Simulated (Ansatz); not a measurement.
Species: Br4Si, SMILES `Br[Si](Br)(Br)Br` (charge 0, multiplicity 1), formula Br₄Si.

**Question.** How many basis functions does frozen-core CCSD(T)/cc-pVTZ // B3LYP-D3(BJ)/def2-TZVP run with Ansatz (a program for electronic structure) use, how many core orbitals are frozen, and how many electrons are correlated?

**Answer.** 206 basis functions and 41 frozen orbitals, which leaves 72 correlated electrons (filled d shells below the valence shell are correlated). Core time is of the order of minutes.
